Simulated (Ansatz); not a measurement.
Calculated with Ansatz (gas phase, PBE0-D4/def2-TZVP geometries, no zero-point term in ΔE). CCSD(T)/CBS is the MP2 limit (def2-TZVPP, def2-QZVPP) plus CCSD(T) − MP2 in def2-TZVPP, frozen cores. This one scheme is used for every species. Functionals use def2-TZVPP. def2 core potentials past Kr. For Sn outer-core shells are correlated without core-valence functions, which leaves a few kJ/mol of doubt a bond. One conformer a species, not always the lowest.

Consider the redistribution: `C[SiH2][SnH2][CH3]` + `SBCl` → `C[SiH2]BS` + `[CH3][SnH2][Cl]`.

`C[SiH2][SnH2][CH3]`:

Cartesian coordinates in Å:
```
C 1.653 -0.509 1.496
Si -0.186 -0.131 1.571
Sn -1.282 -0.359 -0.737
C -0.355 0.957 -2.161
H 2.161 0.172 0.809
H 2.110 -0.401 2.482
H 1.824 -1.531 1.150
H -0.396 1.261 2.065
H -0.858 -1.048 2.535
H -1.130 -1.966 -1.318
H -2.956 0.000 -0.671
H -0.453 1.991 -1.830
H 0.703 0.715 -2.259
H -0.834 0.849 -3.134
```

`SBCl`:

```xyz
5

S     0.706    0.575   -0.986
B    -0.278    0.013    0.385
Cl   -1.035    1.203    1.413
H     1.040   -0.648   -1.431
H    -0.434   -1.142    0.619
```

`C[SiH2]BS`:

```xyz
11

C     0.245    1.001   -1.451
Si    0.690   -0.062    0.032
B    -0.865   -1.151    0.684
S    -1.447   -1.129    2.348
H    -0.549    1.708   -1.201
H     1.111    1.569   -1.795
H    -0.105    0.378   -2.279
H     1.197    0.805    1.139
H     1.800   -0.990   -0.339
H    -1.492   -1.885   -0.023
H    -0.585   -0.244    2.884
```

`[CH3][SnH2][Cl]`:

Z-matrix (Å, degrees):
```
C
Sn 1 2.127
H 1 1.091 2 110.1
H 1 1.089 2 109.2 3 -120.2
H 1 1.089 2 109.3 3 120.2
Cl 2 2.342 1 105.7 3 179.3
H 2 1.705 1 113.6 3 64.1
H 2 1.705 1 113.7 3 -65.4
```

CCSD(T)/CBS gives +18.5 kJ/mol.

Task: Another level gave +15.7 kJ/mol. Which?
A. MP2/def2-TZVPP
B. PBE/def2-TZVPP
C. HF/def2-TZVPP
D. ωB97X-V/def2-TZVPP

Result: D. ωB97X-V 15.7, PBE 23.0, HF/def2-TZVPP 3.9, MP2/def2-TZVPP 27.7 kJ/mol.

Largest T1 diagnostic among the species: 0.014.

In def2-TZVPP, CCSD(T) changes the Hartree–Fock value by +18.0 kJ/mol (the triples alone add +1.9 kJ/mol) and MP2 by +23.8 kJ/mol.
